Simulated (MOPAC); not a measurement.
MOPAC input (MNDO):

```
MNDO PRECISE GNORM=0.05 LET XYZ CHARGE=1 GEO-OK AUX(PRECISION=9) THREADS=1
HF2S

F    -1.18261100 1   -0.45587400 1    0.19349100 1
S    -0.00851800 1    0.42106900 1   -0.24933400 1
F     1.19770600 1   -0.43039300 1    0.15520500 1
H     0.00042300 1    1.23930000 1    0.85108000 1
```

From the output:

```
                                                       MOPAC v23.2.5 Linux

          FINAL HEAT OF FORMATION =        186.23233 KCAL/MOL =     779.19605 KJ/MOL

          COSMO AREA              =         78.78 SQUARE ANGSTROMS
          COSMO VOLUME            =         61.31 CUBIC ANGSTROMS

          GRADIENT NORM           =          0.00534          =       0.00267 PER ATOM
          IONIZATION POTENTIAL    =         21.062311 EV
          HOMO LUMO ENERGIES (EV) =        -21.062 -7.906
          NO. OF FILLED LEVELS    =         10
          MOLECULAR WEIGHT        =         71.0647         POINT GROUP:  Cs

          MOLECULAR DIMENSIONS (Angstroms)

            Atom       Atom       Distance
            F     3    F     1     2.39405
            H     4    F     1     1.89955
            S     2    F     3     0.69647

          SCF CALCULATIONS        =         12

   ATOM   CHEMICAL          X               Y               Z
  NUMBER   SYMBOL      (ANGSTROMS)     (ANGSTROMS)     (ANGSTROMS)

     1       F         -1.18889357  *  -0.48775142  *   0.19434584  *
     2       S         -0.00875117  *   0.45558546  *  -0.24047322  *
     3       F          1.20470498  *  -0.46210353  *   0.15582983  *
     4       H         -0.00137231  *   1.32070336  *   0.79468175  *

                             CARTESIAN COORDINATES

   1    F       -1.188893573    -0.487751422     0.194345844
   2    S       -0.008751166     0.455585455    -0.240473221
   3    F        1.204704978    -0.462103531     0.155829829
   4    H       -0.001372307     1.320703359     0.794681753

           Empirical Formula: H F2 S  =     4 atoms

      MOLECULAR POINT GROUP   :   Cs

                  EIGENVALUES
 -53.15997 -51.03415 -32.52862 -26.49878 -26.00152 -25.07043 -23.68064 -23.37114
 -22.95443 -21.06231  -7.90560  -7.06287  -7.01252

              NET ATOMIC CHARGES AND DIPOLE CONTRIBUTIONS

  ATOM NO.   TYPE          CHARGE      No. of ELECS.   s-Pop       p-Pop
    1          F          -0.249059        7.2491     1.93357     5.31549
    2          S           1.463968        4.5360     1.81155     2.72448
    3          F          -0.249059        7.2491     1.93357     5.31549
    4          H           0.034150        0.9659     0.96585
 DIPOLE           X         Y         Z       TOTAL
 POINT-CHG.    -0.082     4.699    -1.962     5.093
 HYBRID         0.026    -0.363     1.399     1.446
 SUM           -0.056     4.336    -0.563     4.373

          ATOMIC ORBITAL ELECTRON POPULATIONS

     Atom    s        px        py        pz
    1  F   1.93357   1.61644   1.75842   1.94063
    2  S   1.81155   0.68482   0.85610   1.18356
    3  F   1.93357   1.59785   1.76996   1.94768
    4  H   0.96585

 **********************
 *                    *
 * JOB ENDED NORMALLY *
 *                    *
 **********************

 == MOPAC DONE ==
```

The dipole moment of an ion depends on the origin.

The geometry given is a B3LYP-D3(BJ)/def2-TZVP minimum.
